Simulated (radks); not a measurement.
Problem. The table gives one normalised radial function P(r) = r R(r) of Be2+ in [He] (r in bohr). Method: non-relativistic Kohn-Sham, PBE, spin-polarised, spherical densities, point nucleus; computed with a radial shooting solver on a logarithmic mesh with Libxc functionals.

r	P
0.01259	0.1767
0.01587	0.2199
0.02002	0.2728
0.02525	0.3369
0.03184	0.4138
0.04015	0.5047
0.05063	0.6104
0.06386	0.7303
0.08053	0.8620
0.1016	1.0004
0.1281	1.1369
0.1628	1.2625
0.2053	1.3517
0.259	1.3903
0.3266	1.3611
0.4118	1.2541
0.5194	1.0721
0.655	0.8359
0.826	0.5817
1.042	0.3514
1.314	0.1774
1.657	0.0714

Which n and l does it have? It may be an empty orbital.

Solution. n = 1, l = 0: the number of nodes gives n - l - 1 = 0, the rise at small r (about r^(l+1)) gives l, and the extent must fit the shell. The curve is that of 1s. 1s: eigenvalue -132.26 eV, 0 radial nodes, <r> = 0.418 bohr, 90 % of the charge inside 0.753 bohr.
